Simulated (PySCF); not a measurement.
Gas-phase reaction: 2 MoO2Cl2 + O2 → Mo2O6 + 2 Cl2

Method: PySCF energies (xtb for GFN2) plus ideal-gas RRHO corrections (1 bar). † marks an energy on the PBE0/def2-TZVP geometry and frequencies; other levels use their own. MP2 freezes the core. Open shells (unrestricted): O2 (multiplicity 3); the rest are closed-shell singlets. GFN2 has no spin-polarisation term. B3LYP is the form with VWN-RPA correlation. Mo: scalar-relativistic def2 core potential, no spin-orbit coupling. MP2 isn't extrapolated to the basis-set limit; its ΔH°(298 K) is 208.0 kJ in def2-SVP and 138.9 kJ in def2-TZVPP. The harmonic model lacks anharmonicity and excited electronic states, which grow with temperature; levels with a mode under 35 cm⁻¹ are left out. Soft modes under 120 cm⁻¹ make the harmonic entropy rough for MoO2Cl2, Mo2O6.

```json
[
 {"level": "B3LYP/def2-TZVP†", "ΔE electronic, kJ": "130", "ΔH°(298 K), kJ": "131", "ΔS°(298 K), J/K": "-53", "ΔG°(1000 K), kJ": "183"},
 {"level": "BLYP/def2-TZVP†", "ΔE electronic, kJ": "122", "ΔH°(298 K), kJ": "123", "ΔS°(298 K), J/K": "-53", "ΔG°(1000 K), kJ": "175"},
 {"level": "GFN2-xTB", "ΔE electronic, kJ": "-55", "ΔH°(298 K), kJ": "-58", "ΔS°(298 K), J/K": "-38", "ΔG°(1000 K), kJ": "-22"},
 {"level": "HF/def2-TZVP†", "ΔE electronic, kJ": "219", "ΔH°(298 K), kJ": "219", "ΔS°(298 K), J/K": "-53", "ΔG°(1000 K), kJ": "271"},
 {"level": "MP2/def2-TZVPP†", "ΔE electronic, kJ": "138", "ΔH°(298 K), kJ": "139", "ΔS°(298 K), J/K": "-53", "ΔG°(1000 K), kJ": "191"},
 {"level": "PBE/def2-TZVP†", "ΔE electronic, kJ": "126", "ΔH°(298 K), kJ": "127", "ΔS°(298 K), J/K": "-53", "ΔG°(1000 K), kJ": "179"},
 {"level": "PBE0/def2-SVP†", "ΔE electronic, kJ": "198", "ΔH°(298 K), kJ": "198", "ΔS°(298 K), J/K": "-53", "ΔG°(1000 K), kJ": "251"},
 {"level": "PBE0/def2-TZVP", "ΔE electronic, kJ": "142", "ΔH°(298 K), kJ": "143", "ΔS°(298 K), J/K": "-53", "ΔG°(1000 K), kJ": "195"},
 {"level": "LDA/def2-TZVP†", "ΔE electronic, kJ": "83", "ΔH°(298 K), kJ": "83", "ΔS°(298 K), J/K": "-53", "ΔG°(1000 K), kJ": "136"},
 {"level": "ωB97M-V/def2-TZVP†", "ΔE electronic, kJ": "110", "ΔH°(298 K), kJ": "110", "ΔS°(298 K), J/K": "-53", "ΔG°(1000 K), kJ": "163"}
]
```
ΔH° is lowest at GFN2-xTB and highest at HF/def2-TZVP†. No reference value is set beside these.
